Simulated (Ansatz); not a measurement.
A nudged elastic band was laid between two geometries of C2H6AlO (10 atoms, charge 1, multiplicity 1).

All numbers below come from RKS PBE/def2-SVP in Ansatz 0.2.0.

```json
{
  "movable images": "7",
  "climbing image": "yes",
  "spring": "5.0 eV/Å²",
  "optimiser": "quadratic models (default)",
  "start path": "IDPP",
  "force threshold": "0.03 eV/Å",
  "iteration limit": "60",
  "end points": "relaxed"
}
```

Initial state:

```xyz
10
Properties=species:S:1:pos:R:3
C -0.782 -0.169 -1.234
C 0.078 -0.368 -0.066
O 0.558 -1.560 0.056
Al 0.578 1.083 1.382
H -0.379 0.686 -1.829
H -1.768 0.222 -0.885
H -0.910 -1.070 -1.864
H 1.136 -1.661 0.856
H -0.037 2.520 1.182
H 1.526 0.318 2.402
```

Final state:

```xyz
10
Properties=species:S:1:pos:R:3
C -1.210 -0.120 -0.830
C -0.117 -0.341 0.117
O -0.175 -1.460 0.760
Al 1.490 0.967 0.513
H -1.722 0.834 -0.555
H -1.935 -0.954 -0.891
H -0.777 0.117 -1.832
H 0.578 -1.577 1.395
H 1.520 2.320 -0.295
H 2.348 0.214 1.618
```

Question: Which bonds break or form, and what moves?

Answer: No bond is made or broken. The dihedral H7–C1–C2–Al4 goes from 180 to 53°. The two ends are copies of one structure, up to a mirror image or an exchange of like atoms.

Question: Give the energies along the band, and the barrier.

Answer: The run converged. The highest image is number 4 of 0 to 8, 0.061 eV above the ends, which have the same energy within 2 meV. A vibrational analysis at the climbing image gives one clearly imaginary mode, 178i cm⁻¹: a first-order saddle point. Limits of this set-up: the dipole of an ion depends on the origin.

```
image  path coordinate (Å)  energy (eV)  dihedral H7–C1–C2–Al4 (°)
    0                 0.00        0.000                        180
    1                 0.43        0.006                        168
    2                 0.87        0.024                        154
    3                 1.30        0.049                        139
    4                 1.74        0.061                        123
    5                 2.17        0.048                        105
    6                 2.61        0.022                         88
    7                 3.05        0.005                         70
    8                 3.49        0.000                         53
```

Question: What is the geometry of the highest image?

Answer: 
```xyz
10
Properties=species:S:1:pos:R:3:forces:R:3
C -1.052 -0.114 -1.016 0.00 -0.01 0.01
C -0.068 -0.331 0.054 0.00 0.02 -0.01
O -0.045 -1.536 0.522 -0.01 -0.02 0.00
Al 1.261 1.095 0.866 0.00 0.00 0.00
H -1.057 0.922 -1.394 0.00 0.00 0.00
H -2.070 -0.399 -0.655 0.00 0.00 0.00
H -0.857 -0.828 -1.853 0.00 0.00 0.00
H 0.627 -1.654 1.241 0.00 0.01 0.00
H 1.192 2.546 0.257 0.00 0.00 0.00
H 2.069 0.300 1.979 0.00 0.00 0.00
```

Question: What are the harmonic wavenumbers there?

Answer: 178i, 124, 132, 318, 358, 486, 567, 576, 690, 719, 906, 978, 1059, 1241, 1296, 1354, 1411, 1475, 1923, 1996, 2935, 2992, 3122, 3487 cm⁻¹.

Run time: 2.2 min on 1 thread of Intel(R) Xeon(R) Processor @ 2.70GHz (shared host), peak memory 0.13 GiB.
